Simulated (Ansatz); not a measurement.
Consider the redistribution: `C[Te][AsH]O` + `CN[SiH2][SiH3]` → `C[Te][SiH2][SiH3]` + `CN[AsH]O`.

Isolated molecules relaxed with PBE0-D4/def2-TZVP in Ansatz; ΔE leaves out vibrations. CBS: MP2 limit from def2 TZ/QZ plus the TZ coupled-cluster correction, frozen cores. Functionals use def2-TZVPP. Elements past krypton have def2 core potentials. For As, Te outer-core shells are correlated without core-valence functions, which leaves a few kJ/mol of doubt a bond. Scalar relativity is left out up to krypton. One conformer a species, not always the lowest.

```json
{"level": "PBE-D4", "ΔE (kcal/mol)": "8.3", "difference from CCSD(T)/CBS": "1.1"}
{"level": "ωB97X-V", "ΔE (kcal/mol)": "6.9", "difference from CCSD(T)/CBS": "-0.3"}
{"level": "ωB97M-V", "ΔE (kcal/mol)": "7.8", "difference from CCSD(T)/CBS": "0.6"}
{"level": "r2SCAN", "ΔE (kcal/mol)": "8.9", "difference from CCSD(T)/CBS": "1.7"}
{"level": "HF/def2-TZVPP", "ΔE (kcal/mol)": "9.0", "difference from CCSD(T)/CBS": "1.8"}
{"level": "CCSD(T)/def2-TZVPP", "ΔE (kcal/mol)": "6.4", "difference from CCSD(T)/CBS": "-0.8"}
{"level": "HF/def2-QZVPP", "ΔE (kcal/mol)": "9.2", "difference from CCSD(T)/CBS": "2.0"}
{"level": "SCS-MP2/def2-QZVPP", "ΔE (kcal/mol)": "6.9", "difference from CCSD(T)/CBS": "-0.3"}
{"level": "HF/CBS(def2)", "ΔE (kcal/mol)": "9.3", "difference from CCSD(T)/CBS": "2.1"}
{"level": "MP2/CBS(def2)", "ΔE (kcal/mol)": "6.7", "difference from CCSD(T)/CBS": "-0.5"}
{"level": "CCSD(T)/CBS", "ΔE (kcal/mol)": "7.2", "difference from CCSD(T)/CBS": "0"}
```

Largest T1 diagnostic among the species: 0.012.

In def2-TZVPP, CCSD(T) changes the Hartree–Fock value by −2.7 kcal/mol (the triples alone add −0.3 kcal/mol) and MP2 by −3.2 kcal/mol.
